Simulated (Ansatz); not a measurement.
C2H8N2Si can be A, `N=C([SiH3])CN`, or B, `C=NCN[SiH3]`.

Computed with Ansatz on PBE0-D4/def2-TZVP structures; ΔE is electronic, products minus reactants. CCSD(T)/CBS is the MP2 limit (def2-TZVPP, def2-QZVPP) plus CCSD(T) − MP2 in def2-TZVPP, frozen cores. Functionals use def2-TZVPP. B3LYP here is the variant with VWN-RPA as its local correlation; programs differ in this. Each species was taken in one conformer, which may not be the lowest.

(1) Which isomer does CCSD(T)/CBS put lower? Give the gap. (An estimate is asked.)

(2) Give E(B) − E(A) in kcal/mol with PBE0-D4, CCSD/def2-TZVPP, CCSD(T)/def2-TZVPP, B2PLYP, HF/def2-TZVPP, PBE-D4, B3LYP-D4. (Estimate.)

Largest T1 diagnostic: 0.012.

Results:

(1) Ansatz gave: B, by 7.4 kcal/mol.

(2) Ansatz gave: PBE0-D4 -6.1, CCSD/def2-TZVPP -8.1, CCSD(T)/def2-TZVPP -7.7, B2PLYP -8.3, HF/def2-TZVPP -10.9, PBE-D4 -5.5, B3LYP-D4 -8.0. None reverses the order clearly.

In def2-TZVPP, CCSD(T) changes the Hartree–Fock value by +3.2 kcal/mol (the triples alone add +0.5 kcal/mol) and MP2 by +2.6 kcal/mol.
